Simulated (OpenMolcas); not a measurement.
# 4d³ along the 39-electron sequence

- Program: OpenMolcas
- Method: MS-CASPT2, IPEA 0.25 Eh, imaginary shift 0.1 Eh
- Basis: ANO-RCC-VQZP
- Scalar Hamiltonian: DKH2, point nucleus
- Spin-orbit coupling: state interaction with AMFI integrals over the reference wave functions, term energies averaged over their components

Active space for each ion: 3 electrons in 5 orbitals (4d); closed shells correlated by CASPT2: 4s 4p.

Computed levels in cm-1 above ⁴F_3/2:

```json
{"Level": "⁴F_5/2", "Nb2+": "515", "Mo3+": "756", "Tc4+": "1033", "Ru5+": "1385", "Rh6+": "1802", "Pd7+": "2310"}
{"Level": "⁴F_7/2", "Nb2+": "1174", "Mo3+": "1709", "Tc4+": "2310", "Ru5+": "3060", "Rh6+": "3930", "Pd7+": "4980"}
{"Level": "⁴F_9/2", "Nb2+": "1933", "Mo3+": "2790", "Tc4+": "3740", "Ru5+": "4880", "Rh6+": "6190", "Pd7+": "7720"}
{"Level": "⁴P_3/2", "Nb2+": "8880", "Mo3+": "10790", "Tc4+": "12330", "Ru5+": "13600", "Rh6+": "14950", "Pd7+": "16360"}
{"Level": "⁴P_1/2", "Nb2+": "9000", "Mo3+": "10850", "Tc4+": "12400", "Ru5+": "13740", "Rh6+": "15220", "Pd7+": "16820"}
{"Level": "²G_7/2", "Nb2+": "9200", "Mo3+": "11680", "Tc4+": "13820", "Ru5+": "15670", "Rh6+": "17700", "Pd7+": "19910"}
{"Level": "²G_9/2", "Nb2+": "9770", "Mo3+": "12430", "Tc4+": "14720", "Ru5+": "16730", "Rh6+": "18890", "Pd7+": "21200"}
{"Level": "⁴P_5/2", "Nb2+": "9960", "Mo3+": "12100", "Tc4+": "14050", "Ru5+": "15890", "Rh6+": "17960", "Pd7+": "20280"}
{"Level": "²P_1/2", "Nb2+": "10830", "Mo3+": "14440", "Tc4+": "17370", "Ru5+": "20030", "Rh6+": "22770", "Pd7+": "25650"}
{"Level": "weight of ⁴F in the lowest level (%)", "Nb2+": "99", "Mo3+": "99", "Tc4+": "99", "Ru5+": "98", "Rh6+": "97", "Pd7+": "97"}
```

Mixed levels, with the weight of the term that names them: Nb2+ ⁴P_3/2 (71 %), Rh6+ ²G_9/2 (69 %), Pd7+ ⁴P_3/2 (73 %), Pd7+ ²G_9/2 (62 %).

Measured, with the error of the calculation in %. Measured levels: Nb2+ from the list in Shadmi, J. Res. Natl. Bur. Stand. 70A, 435 (1966); Mo3+ from Sugar and Musgrove, J. Phys. Chem. Ref. Data 17, 155 (1988).

| Level | Nb2+ | Mo3+ |
| --- | --- | --- |
| ⁴F_5/2 | 516 (-0.2) | 778 (-2.8) |
| ⁴F_7/2 | 1177 (-0.2) | 1760 (-2.9) |
| ⁴F_9/2 | 1939 (-0.3) | 2865 (-2.6) |
| ⁴P_3/2 | 8608 (+3.2) | 10331 (+4.5) |
| ⁴P_1/2 | 8664 (+3.8) | 10338 (+4.9) |
| ²G_7/2 | 9236 (-0.3) | 11580 (+0.8) |
| ²G_9/2 | 9804 (-0.3) | 12311 (+1.0) |
| ⁴P_5/2 | 9594 (+3.8) | 11612 (+4.2) |
| ²P_1/2 |  | 14348 (+0.6) |

The fine-structure level ⁴F_9/2 changes by a factor of 3.99 from Nb2+ to Pd7+. Its fourth root runs 6.63, 7.27, 7.82, 8.36, 8.87, 9.37, with steps per unit of Z of 0.64, 0.55, 0.54, 0.51, 0.50; equal steps would mean a (Z - σ)^4 law with constant σ.

⁴P_3/2 changes by a factor of 1.84 over the same range, with steps per unit of Z of +1910, +1540, +1270, +1350, +1410 cm-1.

CASPT2 breaks the degeneracy within a term, and the mean is taken; among the terms shown or strongly mixed into the levels shown the widest spread is 800 cm-1 (4d³ ⁴F, Ru5+). Levels of configurations with an s electron are missing; early in the row they begin among the upper levels of the d shell and mix with terms of their name (holds for Nb2+). The CASPT2 spread within a term exceeds the gap to the next term for 4d³ ²G and 4d³ ⁴P, so the order of their levels is uncertain (holds for Nb2+). Computed and measured levels are paired by configuration, term and J; levels that our copy of the source lacks, or whose pairing is in doubt (as where it misses far off the trend of its configuration), stay unpaired and out of the deviations. Only configurations of the active space appear.
